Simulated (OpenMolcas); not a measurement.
**N+, As+, Sb+, Bi+: ns² np² down the group**

```yaml
Program: OpenMolcas 26.06
Method: SS-CASPT2, IPEA 0.25 Eh, imaginary shift 0.1 Eh
Basis: ANO-RCC-VTZP
Scalar_Hamiltonian: DKH2, point nucleus
Spin-orbit_coupling: state interaction with AMFI integrals over the reference wave functions, term energies averaged over their components
```

Active space for each ion: 4 electrons in 4 orbitals (s p); closed shells correlated by CASPT2: N+ 1s; As+ 3d; Sb+ 4d; Bi+ 5d.

Computed levels in cm-1 above ³P₀:

| Level | N+ | As+ | Sb+ | Bi+ |
| --- | --- | --- | --- | --- |
| ³P₁ | 44.1 | 953 | 2630 | 11530 |
| ³P₂ | 131 | 2280 | 5030 | 15200 |
| ¹D₂ | 15340 | 9830 | 12000 | 29980 |
| ¹S₀ | 31890 | 21560 | 24060 | 41450 |
| weight of ³P in the lowest level (%) | 100 | 99 | 96 | 85 |

Mixed levels, with the weight of the term that names them: Bi+ ³P₂ (54 %), Bi+ ¹D₂ (54 %).

Measured, with the error of the calculation in %. Measured levels: N+, As+, Sb+, Bi+ from NIST Handbook of Basic Atomic Spectroscopic Data.

```json
{"Level": "³P₁", "N+": "48.7 (-9.5)", "As+": "1063 (-10.4)", "Sb+": "3055 (-13.8)", "Bi+": "13325 (-13.5)"}
{"Level": "³P₂", "N+": "131 (+0.1)", "As+": "2541 (-10.1)", "Sb+": "5658 (-11.0)", "Bi+": ""}
{"Level": "¹D₂", "N+": "15316 (+0.2)", "As+": "10096 (-2.6)", "Sb+": "12790 (-6.2)", "Bi+": ""}
{"Level": "¹S₀", "N+": "32689 (-2.4)", "As+": "22599 (-4.6)", "Sb+": "23906 (+0.6)", "Bi+": "44174 (-6.2)"}
```

The fine-structure level ³P₂ changes by a factor of 116 from N+ to Bi+.

Without spin-orbit coupling ¹D lies 15250, 7990, 6820, 6500 cm-1 above ³P in that order; the difference to the level ¹D₂, of either sign, comes from spin-orbit coupling, which also lowers the zero.

CASPT2 does not keep the components of a term degenerate, so their means are used; among the terms shown or strongly mixed into the levels shown the widest spread is 220 cm-1 (6s² 6p² ¹D, Bi+). Over all roots computed the reference weight is 0.94 to 0.99 in N+, 0.86 to 0.98 in As+, 0.83 to 0.94 in Sb+, 0.80 to 0.93 in Bi+; the roots of lowest weight are the least certain, and an intruder state may touch them. Terms from blocks run as CI alone lack orbitals of their own. Some high roots are left out of the spin-orbit mixing, which shifts the levels that they would mix with (holds for As+; Sb+; Bi+). Measured partners are found by configuration, term and J. A level has none where our copy of the source lacks it or the pairing is in doubt (some pairs that miss far off the trend of their configuration count as doubtful), and it then counts in no deviation. Where the source uses jj or jK labels, the order within each J decides. Levels of configurations outside the active space are missing.
